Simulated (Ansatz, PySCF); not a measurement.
Process, species as SMILES: CCO[Si](C)(C)C [ethoxy(trimethyl)silane] + C (CH4) + O (H2O) + 3 [SiH4] (SiH4) → CC (C2H6) + CO (CH4O) [methanol] + 3 C[SiH3] + O[SiH3] [hydroxysilane]
Each molecule is optimised on its own at B3LYP-D3(BJ)/def2-TZVP (Ansatz, a first-principles code), one conformer each, not searched for the lowest.
Geometry of the first species:
```
Si
O 1 1.6574
C 2 1.4187 1 124.93
H 3 1.0969 2 110.04 1 59.03
H 3 1.0969 4 107.32 2 119.73
C 3 1.5150 4 110.02 5 119.70
H 6 1.0909 3 110.39 4 61.14
H 6 1.0909 7 108.27 3 -120.94
H 6 1.0922 7 108.60 8 -117.75
C 1 1.8657 2 105.27 3 180.00
H 10 1.0918 1 110.90 2 -59.93
H 10 1.0918 11 107.90 1 -121.64
H 10 1.0926 11 107.99 12 -116.50
C 1 1.8753 2 110.18 3 60.32
H 14 1.0923 1 111.10 2 57.26
H 14 1.0925 15 107.89 1 122.79
H 14 1.0929 15 107.82 16 115.68
C 1 1.8753 2 110.18 3 -60.32
H 18 1.0923 1 111.10 2 -57.26
H 18 1.0925 19 107.89 1 -122.79
H 18 1.0929 19 107.82 20 -115.68
```
Charge 0, spin multiplicity 1.

Wanted: bond separation energy (enthalpy at 298 K, with B3LYP-D3(BJ) rigid-rotor harmonic-oscillator terms from PySCF), in kcal/mol. Valence correlation only, unless marked. Spin-orbit coupling is left out. No relativistic terms. Basis-set limits of correlation are two-point, X^-3; Hartree-Fock from the larger set. [CCSD(T)-MP2]/basis is that difference in the basis named.

```tsv
level	program	bond separation energy (kcal/mol)
HF/aug-cc-pV(D+d)Z	Ansatz	10.9
SVWN5/def2-TZVPD	Ansatz	15.3
PBE-D4/def2-TZVPD	Ansatz + dftd4	13.8
BLYP-D4/def2-TZVPD	Ansatz + dftd4	14.9
```

Question: Estimate the value at RI-MP2/CBS(cc-pV(T+d)Z,cc-pV(Q+d)Z)+[CCSD(T)-MP2]/cc-pV(T+d)Z as computed with Ansatz.

Answer: 13.9 kcal/mol, so BLYP-D4/def2-TZVPD differs from it by 1.0 kcal/mol.
